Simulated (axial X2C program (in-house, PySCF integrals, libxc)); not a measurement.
## Levels of ZnIn by electron attachment to ZnIn⁺ (EOM-EA-CCSD)

Computed with an axial X2C code built on PySCF integrals: two-component X2C with atomic mean-field Coulomb and Gaunt terms, Gaussian nuclei, basis In dyall-acv3z, Zn dyall-acv3z with contracted cores.

R = 2.654 Å (0.920 times 2.885 Å, the PBE0 minimum at charge 0 for the lowest determinant).

Levels of ZnIn obtained by attaching an electron to ZnIn⁺:

```csv
Ω,binding energy (eV),above lowest (cm⁻¹),attached spinor,one-particle weight
1/2,5.425,0,"67% In pπ, 24% Zn pπ",0.94
3/2,5.287,1114,"67% In pπ, 26% Zn pπ",0.95
1/2,4.900,4237,"40% Zn pσ, 33% In pσ, 12% Zn sσ",0.95
1/2,3.031,19309,"45% Zn pπ, 27% In dπ, 15% In pπ",0.91
3/2,2.966,19834,"44% Zn pπ, 28% In dπ, 16% In pπ",0.91
1/2,2.388,24494,"45% Zn sσ, 29% In sσ, 11% In dσ",0.98
```

Question: What is the splitting of the first π pair in the table, and is it regular or inverted?

Answer: E(3/2) − E(1/2) = 1114 − 0 = 1114 cm⁻¹ at EOM-EA-CCSD: regular, Ω = 1/2 lower. Splittings at this level can be off by ten to twenty per cent.

This point took 26 s on 1 thread of Arm Neoverse V2, with other jobs on the host.

Reference electrons by ω block (each with its −ω partner): 1/2: 25, 3/2: 11, 5/2: 3. 14 electrons of ZnIn⁺ correlated (inner shells frozen), 92 natural virtual spinors (a truncated set); levels can be off by some tenths of an eV. Roots sought by Ω: (1/2: 5, 3/2: 4, 5/2: 2, 7/2: 1); rows need 60 % one-particle weight and stop where some Ω has no more roots. Missing are any skipped roots, higher Ω and states of a further excitation; these come out far too high here and may in truth be low or lowest. T1 of the reference 0.019 (Lee–Taylor). The reference was not checked to be the lowest state of its species. Number of frozen shells: In 4 s, 3 p, 2 d; Zn 3 s, 2 p.
